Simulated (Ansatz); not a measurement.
Cl4Te, triplet, at a GFN2-xTB geometry (a higher spin typed on purpose: for a closed-shell molecule this is an excited state) (core potentials on Te). Base run: BLYP/def2-SVP (Ansatz, a program for electronic structure).

The Ansatz input:
Ansatz 0.2 input:
```yaml
crystal:
  periodic: [false, false, false]
  atoms:
    - {symbol: Te, position_ang: [-0.00000000, 0.00000000, -0.00000000]}
    - {symbol: Cl, position_ang: [1.50529057, -1.91103356, -0.16539007]}
    - {symbol: Cl, position_ang: [1.91460967, 1.50159192, 0.15746220]}
    - {symbol: Cl, position_ang: [-1.50510087, 1.91713111, -0.06769397]}
    - {symbol: Cl, position_ang: [-1.91479936, -1.50768947, 0.07562184]}
basis:
  gaussian:
    orbitals: def2-SVP
hamiltonian:
  xc: blyp
magnetization: {spin_polarized: true, initial_magnetization: 2}
```

The base run was repeated with changes; each row names its change, and settings that it needs were set with it.

```json
[
 {"change": "base", "ΔE vs base (kcal/mol)": "0.000"},
 {"change": "point_charge = charge:-1.0 position_ang:3.5147, 2.1983, -3.5199", "ΔE vs base (kcal/mol)": "-2.75"},
 {"change": "lower_state_search = light", "ΔE vs base (kcal/mol)": "0.000"},
 {"change": "final_grid = 14, 28, 59", "ΔE vs base (kcal/mol)": "0.001"},
 {"change": "point_charge = charge:1.0 position_ang:-0.1415, 2.487, 4.8343", "ΔE vs base (kcal/mol)": "0.167"},
 {"change": "final_grid = 10, 20, 41", "ΔE vs base (kcal/mol)": "0.003"},
 {"change": "lower_state_search = full", "ΔE vs base (kcal/mol)": "0.000"},
 {"change": "nuclear_model = gaussian", "ΔE vs base (kcal/mol)": "1.02"},
 {"change": "final_grid = 4, 8, 17", "ΔE vs base (kcal/mol)": "0.195"},
 {"change": "forces = on", "ΔE vs base (kcal/mol)": "0.000"},
 {"change": "fitting.mean_field = def2-universal-JKFIT", "ΔE vs base (kcal/mol)": "-0.052"}
]
```
